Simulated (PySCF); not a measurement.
Vertical excitations of a molecule C₃H₇O₂, multiplicity 2 from TDA-PBE/def2-SVPD (PySCF), as energy in eV (oscillator strength): 0.48 (0.001), 2.17 (0.052), 3.05 (0.042), 4.22 (0.003), 4.77 (0.006), 5.08 (0.004), 5.58 (0.001), 5.89 (0.002), 6.03 (0.024), 6.17 (0.001). Coordinates come from a B3LYP-D3(BJ)/def2-SVP optimisation. The values are those of a single conformer.

Problem. Which structure fits?
A. COCC[O]
B. COC[CH]O
C. CC(O)C[O]
D. CC([O])CO

Solution. A, COCC[O]
